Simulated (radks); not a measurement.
Values are calculated unless marked as measured or tabulated.
All-electron atom: As3.6+ in [Ar] 3d10 4s1.4 (fractional occupations, a model configuration). Code: a radial shooting solver on a logarithmic mesh with Libxc functionals. Model: Dirac Kohn-Sham, LDA (Slater exchange, Perdew-Wang correlation), spin-unpolarised, spherical densities, finite nucleus; Fermi nuclear charge, rms radius 4.0968 fm.

Unscreened Slater integrals over Kohn-Sham orbitals (hartree). Large and small components are both included.

integral            value
F0(4s1/2,4s1/2)   0.53068
F0(4s1/2,3d5/2)   0.66879
G2(4s1/2,3d5/2)  0.067856
F0(4s1/2,3d3/2)   0.66933
G2(4s1/2,3d3/2)  0.067051
F0(4s1/2,3p3/2)   0.67485
G1(4s1/2,3p3/2)  0.049189
F0(3d5/2,3d5/2)    1.3723
F2(3d5/2,3d5/2)   0.64700
F4(3d5/2,3d5/2)   0.40490
F0(3d5/2,3d3/2)    1.3768
F2(3d5/2,3d3/2)   0.64898
G2(3d5/2,3d3/2)   0.64789
G4(3d5/2,3d3/2)   0.40547
F0(3d5/2,3p3/2)    1.4071
F2(3d5/2,3p3/2)   0.67031
G1(3d5/2,3p3/2)   0.81695
G3(3d5/2,3p3/2)   0.50218
F0(3d3/2,3d3/2)    1.3814
F2(3d3/2,3d3/2)   0.65101
F0(3d3/2,3p3/2)    1.4117
F2(3d3/2,3p3/2)   0.67202
G1(3d3/2,3p3/2)   0.81786
G3(3d3/2,3p3/2)   0.50286
F0(3p3/2,3p3/2)    1.4561
F2(3p3/2,3p3/2)   0.72752
